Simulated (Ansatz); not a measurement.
Harmonic frequencies (cm⁻¹) at PBE0-D4/def2-TZVP from Ansatz: 94, 99, 110, 340, 373, 414, 452, 490, 492, 519, 574, 629, 736, 872, 932, 936, 1974, 2188, 2210, 2220, 2227.

Question: Which molecule is it?
A. `OC#CCO`
B. `N=C1N=C[SiH2]1`
C. `C1C[AsH]1`
D. `[SiH3][SiH]1[AlH][S]1`

Answer: D.
